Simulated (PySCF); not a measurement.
C4H6S, SMILES S1C=CCC1.

Coordinates come from a PBE-D3(BJ)/def2-SVP optimisation. One conformer was computed; it need not be the lowest.

Calculation: SMD-M06-2X/6-31G* in PySCF.

Solvation free energies are E(SMD) − E(gas) at the gas-phase geometry, for 1 M in both phases. In vacuum the dipole moment is 1.70 D.

Computed solvation free energies in water, dichloromethane, benzene:
| solvent | ΔG(solv) (kcal/mol) | its non-electrostatic (CDS) part | dipole (D) |
|---|---|---|---|
| water | -1.6 | 2.3 | 2.37 |
| dichloromethane | -5.8 | -2.5 | 2.26 |
| benzene | -4.6 | -2.9 | 1.99 |
